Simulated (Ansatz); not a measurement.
A first, cheap relaxation of C9H10O (`c1ccc2c(c1)CCOC2`).

```yaml
crystal:
  periodic: [false, false, false]
  atoms:
    - {symbol: C, position_ang: [1.817120, 0.434840, 1.818510]}
    - {symbol: C, position_ang: [1.355730, -0.842060, 2.095950]}
    - {symbol: C, position_ang: [0.399080, -1.418880, 1.282960]}
    - {symbol: C, position_ang: [-0.103770, -0.730960, 0.185450]}
    - {symbol: C, position_ang: [0.354560, 0.553330, -0.091820]}
    - {symbol: C, position_ang: [1.316570, 1.125370, 0.731480]}
    - {symbol: C, position_ang: [-0.182090, 1.293280, -1.285810]}
    - {symbol: C, position_ang: [-1.516840, 0.687960, -1.719760]}
    - {symbol: O, position_ang: [-1.400430, -0.704570, -1.894260]}
    - {symbol: C, position_ang: [-1.167040, -1.366080, -0.673990]}
    - {symbol: H, position_ang: [2.564850, 0.890710, 2.450520]}
    - {symbol: H, position_ang: [1.742750, -1.386460, 2.944470]}
    - {symbol: H, position_ang: [0.034370, -2.414110, 1.494330]}
    - {symbol: H, position_ang: [1.670950, 2.122690, 0.512420]}
    - {symbol: H, position_ang: [-0.303300, 2.353740, -1.057420]}
    - {symbol: H, position_ang: [0.532720, 1.202880, -2.109450]}
    - {symbol: H, position_ang: [-2.290650, 0.911090, -0.968550]}
    - {symbol: H, position_ang: [-1.834780, 1.086850, -2.685380]}
    - {symbol: H, position_ang: [-2.105390, -1.411090, -0.090220]}
    - {symbol: H, position_ang: [-0.884420, -2.388520, -0.939440]}
basis:
  gaussian: {orbitals: def2-SVP}
hamiltonian: {xc: pbe, dispersion: d4}
relax: {f_tol: 0.03, max_steps: 200}
```

```sh
$ ansatz run in.yaml --threads 4 --pin off --events-out ev --progress --plain --max-ram 66560MiB --backend cuda --devices 0, --max-vram 37GiB
```

It prints (some lines left out):

```
Functional definition: PBE
mean field -11519.88317967 eV, -423.3478983957 hartree, gradient 2.0e-5 eV, S^2 0.000000; 0 other end points of the search recorded, 0 dependent functions left out
relax step   1: F+E_penalty+E_count = -11520.48790405 eV  Δ(F+E_penalty+E_count) = +0.000e0 eV  max|allowed force component| = 7.163e-1 eV/Å  Δτ_max = 0.0000 Å  (33 SCF iters, accepted)
mean field -11520.00816431 eV, -423.3524914962 hartree, gradient 1.2e-5 eV, S^2 0.000000; 0 other end points of the search recorded, 0 dependent functions left out
relax step   2: F+E_penalty+E_count = -11520.60769139 eV  Δ(F+E_penalty+E_count) = -1.198e-1 eV  max|allowed force component| = 1.920e-1 eV/Å  Δτ_max = 0.0409 Å  (33 SCF iters, accepted)
mean field -11520.02058205 eV, -423.3529478398 hartree, gradient 1.3e-5 eV, S^2 0.000000; 0 other end points of the search recorded, 0 dependent functions left out
relax step   3: F+E_penalty+E_count = -11520.61823548 eV  Δ(F+E_penalty+E_count) = -1.054e-2 eV  max|allowed force component| = 4.349e-2 eV/Å  Δτ_max = 0.0142 Å  (33 SCF iters, accepted)
mean field -11520.02073756 eV, -423.3529535549 hartree, gradient 1.3e-5 eV, S^2 0.000000; 0 other end points of the search recorded, 0 dependent functions left out
relax step   4: F+E_penalty+E_count = -11520.61833910 eV  Δ(F+E_penalty+E_count) = -1.036e-4 eV  max|allowed force component| = 1.907e-2 eV/Å  Δτ_max = 0.0037 Å  (33 SCF iters, accepted)
mean field -11520.02073756 eV, -423.3529535549 hartree, gradient 1.3e-5 eV, S^2 0.000000; 1 other end points of the search recorded, 0 dependent functions left out
Total energy: -11520.61837772 eV, -423.3749164258 hartree
Atom 0 at     1.840157     0.439698     1.842197 Å, force     0.002456    -0.003957    -0.000488 eV/Å
Atom 1 at     1.373852    -0.855742     2.122958 Å, force    -0.001467     0.003236     0.004110 eV/Å
Atom 2 at     0.403065    -1.436971     1.297722 Å, force     0.010664    -0.003631    -0.016927 eV/Å
Atom 3 at    -0.106046    -0.743121     0.183996 Å, force    -0.005207    -0.003228     0.011049 eV/Å
Atom 4 at     0.358004     0.560525    -0.099632 Å, force    -0.003649     0.006161     0.002772 eV/Å
Atom 5 at     1.332001     1.137024     0.738968 Å, force    -0.002331    -0.002449    -0.005131 eV/Å
Atom 6 at    -0.194825     1.298601    -1.299856 Å, force    -0.003986    -0.003575    -0.004553 eV/Å
Atom 7 at    -1.526633     0.691863    -1.741793 Å, force     0.006084     0.018222     0.008624 eV/Å
Atom 8 at    -1.397014    -0.709571    -1.912526 Å, force     0.005818    -0.019070     0.004276 eV/Å
Atom 9 at    -1.180390    -1.372518    -0.683997 Å, force    -0.002485     0.004519    -0.009675 eV/Å
Atom 10 at     2.600753     0.906312     2.486746 Å, force    -0.001442     0.000085    -0.002332 eV/Å
Atom 11 at     1.770093    -1.412964     2.985660 Å, force    -0.002726     0.001195    -0.001055 eV/Å
Atom 12 at     0.036190    -2.454027     1.514262 Å, force    -0.001842     0.003876     0.004194 eV/Å
Atom 13 at     1.692850     2.154729     0.517789 Å, force    -0.001164    -0.001064     0.001951 eV/Å
Atom 14 at    -0.312762     2.379221    -1.071061 Å, force     0.000806    -0.000780    -0.000261 eV/Å
Atom 15 at     0.526989     1.230104    -2.143978 Å, force     0.001196     0.002699     0.001173 eV/Å
Atom 16 at    -2.323312     0.926637    -0.990694 Å, force    -0.000458    -0.003637    -0.001668 eV/Å
Atom 17 at    -1.853287     1.102401    -2.718321 Å, force     0.001210    -0.001764     0.002400 eV/Å
Atom 18 at    -2.133661    -1.423559    -0.093224 Å, force     0.000617     0.002298    -0.000223 eV/Å
Atom 19 at    -0.906032    -2.418631    -0.935224 Å, force    -0.002095     0.000866     0.001763 eV/Å
Dipole moment:     0.001640     0.139861     0.137101 e Å
```

Run time 20 s (4 threads of an AMD EPYC 7R13 on a shared host and a share of an NVIDIA H100 80 GB); peak host memory 1.2 GiB.
